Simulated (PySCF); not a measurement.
CH$_{5}$N$_{2}$ (SMILES NC=[NH2+]), charge +1, singlet, at a GFN2-xTB geometry. Base run: PySCF with CAMB3LYP/6-31G*, TDA.

Here is a job for PySCF.
```python
from pyscf import gto, scf, dft, tdscf

mol = gto.Mole()
mol.atom = '''
    N     1.15005346    0.18768909    0.03795653
    C    -0.00449586   -0.40406057    0.15376625
    N    -1.14643753    0.13728913   -0.16162779
    H     1.23217630    1.13435935   -0.31547988
    H     2.00843803   -0.27875558    0.29774756
    H    -0.01579806   -1.41983457    0.54032156
    H    -1.20752873    1.08081633   -0.52751070
    H    -2.01562392   -0.36706970   -0.05197716
'''
mol.basis = '6-31g*'
mol.charge = 1
mol.verbose = 4
mol.build()

mf = dft.RKS(mol)
mf.xc = 'camb3lyp'
mf.kernel()
td = mf.TDA()
td.nstates = 5
td.kernel()
td.analyze()
```

Variants of this job, named by their change:

| change | first excitation (eV) | oscillator strength of the first | second (eV) | core-seconds (rough) |
|---|---|---|---|---|
| base | 8.50 | 0.539 | 9.25 | 40 |
| functional = b3lyp | 8.53 | 0.542 | 8.91 | 20 |
| basis = cc-pVDZ | 8.50 | 0.527 | 8.83 | 60 |
| functional = pbe0 | 8.58 | 0.544 | 9.24 | 20 |
| functional = m062x | (withheld) | (withheld) | (withheld) | 50 |
| functional = pbe | 8.56 | 0.546 | 8.60 | 20 |
| nstates = 10 | 8.50 | 0.539 | 9.25 | 30 |
| nstates = 2 | 8.50 | 0.539 | 9.25 | 20 |
| functional = hf | (withheld) | 0.527 | (withheld) | 2 |
| functional = bhandhlyp | (withheld) | (withheld) | (withheld) | 20 |

Question: Complete the blanks.

Answer: 
- functional = m062x, first excitation (eV): 8.41
- functional = m062x, oscillator strength of the first: 0.528
- functional = m062x, second (eV): 9.34
- functional = hf, first excitation (eV): 9.01
- functional = hf, second (eV): 10.39
- functional = bhandhlyp, first excitation (eV): 8.63
- functional = bhandhlyp, oscillator strength of the first: 0.535
- functional = bhandhlyp, second (eV): 9.48

An iterative solver can miss low states, so a row lists the states that it found.
